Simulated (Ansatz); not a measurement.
Ansatz (a first-principles code) input file for CH12N2Si3, SMILES N[SiH](N)C[SiH2][SiH3], PBE0-D3(BJ)/def2-SVP. 

Ansatz 0.2 input:
```yaml
crystal:
  periodic: [false, false, false]
  atoms:
    - {symbol: N, position_ang: [-1.65531507, -1.34479386, -0.20615801]}
    - {symbol: Si, position_ang: [-1.34609362, 0.28830123, -0.65951091]}
    - {symbol: N, position_ang: [-2.82142023, 1.13638015, -1.00266762]}
    - {symbol: C, position_ang: [-0.28624749, 1.03378713, 0.73536018]}
    - {symbol: Si, position_ang: [1.17123262, -0.03412014, 1.32878052]}
    - {symbol: Si, position_ang: [2.57390099, -0.62917383, -0.39888243]}
    - {symbol: H, position_ang: [-1.76175547, -1.57630389, 0.76690080]}
    - {symbol: H, position_ang: [-2.30640254, -1.87467888, -0.76044339]}
    - {symbol: H, position_ang: [-0.63376776, 0.27109088, -1.93866632]}
    - {symbol: H, position_ang: [-3.54384993, 1.16365427, -0.29995977]}
    - {symbol: H, position_ang: [-2.76563422, 2.03269871, -1.45783519]}
    - {symbol: H, position_ang: [-0.92230168, 1.26976443, 1.59014222]}
    - {symbol: H, position_ang: [0.10421862, 1.99109684, 0.38747850]}
    - {symbol: H, position_ang: [1.86596134, 0.74306136, 2.37728652]}
    - {symbol: H, position_ang: [0.62527309, -1.19635328, 2.05270929]}
    - {symbol: H, position_ang: [3.90592654, -1.01670327, 0.08477283]}
    - {symbol: H, position_ang: [2.81300335, 0.46247835, -1.35149822]}
    - {symbol: H, position_ang: [2.08740066, -1.76373394, -1.18668930]}
basis:
  gaussian:
    orbitals: def2-SVP
hamiltonian:
  xc: pbe0
  dispersion: d3bj
relax: {f_tol: 0.002, max_steps: 200}
```

Log of the run:

```
WARN ansatz: RAYON_NUM_THREADS=2 ignored (pool sized by the plan → 2); use --threads N
Functional definition: PBE0
integrals: 0.16 GiB planned
1657 factors; integrals over basis functions are off by at most 4.2e-4 eV
mean field: 1.18 GiB planned
mean field evaluation 1: about -27809.7949 eV, gradient 7.6e1 eV
mean field evaluation 2: about -27802.1178 eV, gradient 9.2e1 eV
mean field evaluation 4: about -27821.6701 eV, gradient 3.0e0 eV
mean field evaluation 8: about -27821.7050 eV, gradient 1.2e-1 eV
mean field evaluation 16: about -27821.7051 eV, gradient 2.9e-5 eV
mean field -27821.70507426 eV, -1022.4288032501 hartree, gradient 2.9e-5 eV, S^2 0.000000; 0 other end points of the search recorded, 0 dependent functions left out
the calculation of the forces begins
reference -27821.70511136 eV, -1022.4288046135 hartree; 37, 37 occupied and 119, 119 virtual orbitals, 1657 factors
relax step   1: F+E_penalty+E_count = -27822.14939652 eV  Δ(F+E_penalty+E_count) = +0.000e0 eV  max|allowed force component| = 8.687e-1 eV/Å  Δτ_max = 0.0000 Å  (26 SCF iters, accepted)
these checks for a lower state are left out or cut short: starts, cluster_reference, orbital_swaps, neighbouring_geometries, increment
integrals: 0.16 GiB planned
1657 factors; integrals over basis functions are off by at most 4.2e-4 eV
mean field: 1.18 GiB planned
mean field -27821.82971183 eV, -1022.4333835961 hartree, gradient 6.8e-5 eV, S^2 0.000000; 0 other end points of the search recorded, 0 dependent functions left out
the calculation of the forces begins
reference -27821.82974910 eV, -1022.4333849659 hartree; 37, 37 occupied and 119, 119 virtual orbitals, 1657 factors
relax step   2: F+E_penalty+E_count = -27822.27514588 eV  Δ(F+E_penalty+E_count) = -1.257e-1 eV  max|allowed force component| = 2.586e-1 eV/Å  Δτ_max = 0.1134 Å  (23 SCF iters, accepted)
these checks for a lower state are left out or cut short: starts, cluster_reference, orbital_swaps, neighbouring_geometries, increment
integrals: 0.16 GiB planned
1657 factors; integrals over basis functions are off by at most 4.2e-4 eV
mean field: 1.19 GiB planned
mean field -27821.84537177 eV, -1022.4339590886 hartree, gradient 5.1e-5 eV, S^2 0.000000; 0 other end points of the search recorded, 0 dependent functions left out
the calculation of the forces begins
reference -27821.84540906 eV, -1022.4339604586 hartree; 37, 37 occupied and 119, 119 virtual orbitals, 1657 factors
relax step   3: F+E_penalty+E_count = -27822.29204601 eV  Δ(F+E_penalty+E_count) = -1.690e-2 eV  max|allowed force component| = 9.023e-2 eV/Å  Δτ_max = 0.0528 Å  (24 SCF iters, accepted)
these checks for a lower state are left out or cut short: starts, cluster_reference, orbital_swaps, neighbouring_geometries, increment
integrals: 0.16 GiB planned
1657 factors; integrals over basis functions are off by at most 4.0e-4 eV
mean field: 1.19 GiB planned
mean field evaluation 32: about -27821.8493 eV, gradient 3.4e-4 eV
mean field -27821.84928351 eV, -1022.4341028422 hartree, gradient 1.1e-5 eV, S^2 0.000000; 0 other end points of the search recorded, 0 dependent functions left out
the calculation of the forces begins
reference -27821.84932068 eV, -1022.4341042081 hartree; 37, 37 occupied and 119, 119 virtual orbitals, 1657 factors
relax step   4: F+E_penalty+E_count = -27822.30069704 eV  Δ(F+E_penalty+E_count) = -8.651e-3 eV  max|allowed force component| = 1.951e-1 eV/Å  Δτ_max = 0.2000 Å  (27 SCF iters, accepted)
these checks for a lower state are left out or cut short: starts, cluster_reference, orbital_swaps, neighbouring_geometries, increment
integrals: 0.16 GiB planned
1657 factors; integrals over basis functions are off by at most 4.0e-4 eV
mean field: 1.19 GiB planned
mean field -27821.85695834 eV, -1022.4343848872 hartree, gradient 5.2e-5 eV, S^2 0.000000; 0 other end points of the search recorded, 0 dependent functions left out
the calculation of the forces begins
reference -27821.85699556 eV, -1022.4343862549 hartree; 37, 37 occupied and 119, 119 virtual orbitals, 1657 factors
relax step   5: F+E_penalty+E_count = -27822.30794151 eV  Δ(F+E_penalty+E_count) = -7.244e-3 eV  max|allowed force component| = 1.259e-1 eV/Å  Δτ_max = 0.0512 Å  (24 SCF iters, accepted)
these checks for a lower state are left out or cut short: starts, cluster_reference, orbital_swaps, neighbouring_geometries, increment
integrals: 0.16 GiB planned
1657 factors; integrals over basis functions are off by at most 3.6e-4 eV
mean field: 1.19 GiB planned
[...]
these checks for a lower state are left out or cut short: starts, cluster_reference, orbital_swaps, neighbouring_geometries, increment
integrals: 0.16 GiB planned
1657 factors; integrals over basis functions are off by at most 3.6e-4 eV
mean field: 1.19 GiB planned
mean field evaluation 128: about -27821.8908 eV, gradient 8.0e-6 eV
mean field -27821.89075244 eV, -1022.4356267972 hartree, gradient 8.0e-6 eV, S^2 0.000000; 0 other end points of the search recorded, 0 dependent functions left out
the calculation of the forces begins
reference -27821.89078933 eV, -1022.4356281529 hartree; 37, 37 occupied and 119, 119 virtual orbitals, 1657 factors
relax step  21: F+E_penalty+E_count = -27822.34150046 eV  Δ(F+E_penalty+E_count) = -1.687e-5 eV  max|allowed force component| = 4.004e-3 eV/Å  Δτ_max = 0.0080 Å  (22 SCF iters, accepted)
these checks for a lower state are left out or cut short: starts, cluster_reference, orbital_swaps, neighbouring_geometries, increment
integrals: 0.16 GiB planned
1657 factors; integrals over basis functions are off by at most 3.6e-4 eV
mean field: 1.19 GiB planned
mean field -27821.89084103 eV, -1022.4356300531 hartree, gradient 8.3e-6 eV, S^2 0.000000; 0 other end points of the search recorded, 0 dependent functions left out
the calculation of the forces begins
reference -27821.89087792 eV, -1022.4356314086 hartree; 37, 37 occupied and 119, 119 virtual orbitals, 1657 factors
relax step  22: F+E_penalty+E_count = -27822.34150905 eV  Δ(F+E_penalty+E_count) = -8.592e-6 eV  max|allowed force component| = 3.970e-3 eV/Å  Δτ_max = 0.0052 Å  (22 SCF iters, accepted)
these checks for a lower state are left out or cut short: starts, cluster_reference, orbital_swaps, neighbouring_geometries, increment
integrals: 0.16 GiB planned
1657 factors; integrals over basis functions are off by at most 3.6e-4 eV
mean field: 1.19 GiB planned
mean field -27821.89088120 eV, -1022.4356315292 hartree, gradient 7.2e-5 eV, S^2 0.000000; 0 other end points of the search recorded, 0 dependent functions left out
the calculation of the forces begins
reference -27821.89091808 eV, -1022.4356328846 hartree; 37, 37 occupied and 119, 119 virtual orbitals, 1657 factors
relax step  23: F+E_penalty+E_count = -27822.34151805 eV  Δ(F+E_penalty+E_count) = -8.993e-6 eV  max|allowed force component| = 4.116e-3 eV/Å  Δτ_max = 0.0040 Å  (19 SCF iters, accepted)
these checks for a lower state are left out or cut short: starts, cluster_reference, orbital_swaps, neighbouring_geometries, increment
integrals: 0.16 GiB planned
1657 factors; integrals over basis functions are off by at most 3.6e-4 eV
mean field: 1.19 GiB planned
mean field -27821.89090966 eV, -1022.4356325750 hartree, gradient 5.0e-5 eV, S^2 0.000000; 0 other end points of the search recorded, 0 dependent functions left out
the calculation of the forces begins
reference -27821.89094654 eV, -1022.4356339304 hartree; 37, 37 occupied and 119, 119 virtual orbitals, 1657 factors
relax step  24: F+E_penalty+E_count = -27822.34152293 eV  Δ(F+E_penalty+E_count) = -4.881e-6 eV  max|allowed force component| = 4.889e-3 eV/Å  Δτ_max = 0.0030 Å  (19 SCF iters, accepted)
these checks for a lower state are left out or cut short: starts, cluster_reference, orbital_swaps, neighbouring_geometries, increment
integrals: 0.16 GiB planned
1657 factors; integrals over basis functions are off by at most 3.6e-4 eV
mean field: 1.19 GiB planned
mean field -27821.89090091 eV, -1022.4356322535 hartree, gradient 2.1e-5 eV, S^2 0.000000; 0 other end points of the search recorded, 0 dependent functions left out
the calculation of the forces begins
reference -27821.89093779 eV, -1022.4356336089 hartree; 37, 37 occupied and 119, 119 virtual orbitals, 1657 factors
relax step  25: F+E_penalty+E_count = -27822.34152725 eV  Δ(F+E_penalty+E_count) = -4.326e-6 eV  max|allowed force component| = 2.897e-3 eV/Å  Δτ_max = 0.0015 Å  (19 SCF iters, accepted)
these checks for a lower state are left out or cut short: starts, cluster_reference, orbital_swaps, neighbouring_geometries, increment
integrals: 0.16 GiB planned
1657 factors; integrals over basis functions are off by at most 3.6e-4 eV
mean field: 1.19 GiB planned
mean field -27821.89093423 eV, -1022.4356334778 hartree, gradient 1.1e-5 eV, S^2 0.000000; 0 other end points of the search recorded, 0 dependent functions left out
the calculation of the forces begins
reference -27821.89097111 eV, -1022.4356348333 hartree; 37, 37 occupied and 119, 119 virtual orbitals, 1657 factors
relax step  26: F+E_penalty+E_count = -27822.34152930 eV  Δ(F+E_penalty+E_count) = -2.046e-6 eV  max|allowed force component| = 1.894e-3 eV/Å  Δτ_max = 0.0014 Å  (19 SCF iters, accepted)
these checks for a lower state are left out or cut short: starts, cluster_reference, orbital_swaps, neighbouring_geometries, increment
integrals: 0.16 GiB planned
1657 factors; integrals over basis functions are off by at most 3.6e-4 eV
mean field: 1.19 GiB planned
mean field -27821.89099529 eV, -1022.4356357220 hartree, gradient 2.4e-5 eV, S^2 0.000000; 0 other end points of the search recorded, 0 dependent functions left out
the calculation of the forces begins
reference -27821.89103218 eV, -1022.4356370776 hartree; 37, 37 occupied and 119, 119 virtual orbitals, 1657 factors
relax step  27: F+E_penalty+E_count = -27822.34153120 eV  Δ(F+E_penalty+E_count) = -1.899e-6 eV  max|allowed force component| = 1.885e-3 eV/Å  Δτ_max = 0.0025 Å  (18 SCF iters, accepted)
integrals: 0.16 GiB planned
1657 factors; integrals over basis functions are off by at most 3.6e-4 eV
mean field: 1.19 GiB planned
mean field evaluation 160: about -27821.7663 eV, gradient 6.5e0 eV
mean field -27821.89099529 eV, -1022.4356357220 hartree, gradient 2.4e-5 eV, S^2 0.000000; 1 other end points of the search recorded, 0 dependent functions left out
the calculation of the forces begins
reference -27821.89103218 eV, -1022.4356370776 hartree; 37, 37 occupied and 119, 119 virtual orbitals, 1657 factors
Total energy: -27822.34156808 eV, -1022.4521939666 hartree
Atom 0 at    -1.837313    -1.256923    -0.010731 Å, force     0.000889     0.001415    -0.000083 eV/Å
Atom 1 at    -1.330299     0.292645    -0.573555 Å, force    -0.001885    -0.000711    -0.000484 eV/Å
Atom 2 at    -2.740424     1.126108    -1.109347 Å, force     0.001022    -0.000404    -0.000248 eV/Å
Atom 3 at    -0.345867     1.040611     0.847072 Å, force     0.000006    -0.001157     0.001340 eV/Å
Atom 4 at     1.150592     0.027272     1.374426 Å, force    -0.000070     0.000263    -0.000446 eV/Å
Atom 5 at     2.469509    -0.600225    -0.466456 Å, force     0.000210    -0.000599    -0.000059 eV/Å
Atom 6 at    -1.286409    -1.772630     0.665348 Å, force     0.000282     0.000338     0.000567 eV/Å
Atom 7 at    -2.359797    -1.877887    -0.617497 Å, force    -0.000709     0.000220    -0.000501 eV/Å
Atom 8 at    -0.424969     0.331163    -1.772694 Å, force     0.000661    -0.000041    -0.000164 eV/Å
Atom 9 at    -3.537231     1.259262    -0.497714 Å, force     0.000097     0.000253     0.000000 eV/Å
Atom 10 at    -2.677964     1.849237    -1.815134 Å, force    -0.000398    -0.000226     0.000263 eV/Å
Atom 11 at    -0.999242     1.194617     1.723288 Å, force     0.000646     0.000090    -0.000298 eV/Å
Atom 12 at     0.011316     2.034255     0.525207 Å, force    -0.000491    -0.000093    -0.000054 eV/Å
Atom 13 at     2.009111     0.770870     2.352466 Å, force    -0.000457    -0.000053     0.000060 eV/Å
Atom 14 at     0.701252    -1.231074     2.059205 Å, force     0.000428     0.000305    -0.000073 eV/Å
Atom 15 at     3.750535    -1.215861     0.003978 Å, force     0.000132    -0.000087     0.000074 eV/Å
Atom 16 at     2.801745     0.587394    -1.314423 Å, force    -0.000283     0.000479     0.000017 eV/Å
Atom 17 at     1.749584    -1.602382    -1.312320 Å, force    -0.000081     0.000007     0.000087 eV/Å
Dipole moment:    -0.338443     0.127320     0.035367 e Å
```

The run converged.

Cost: very roughly 3 core-minutes.
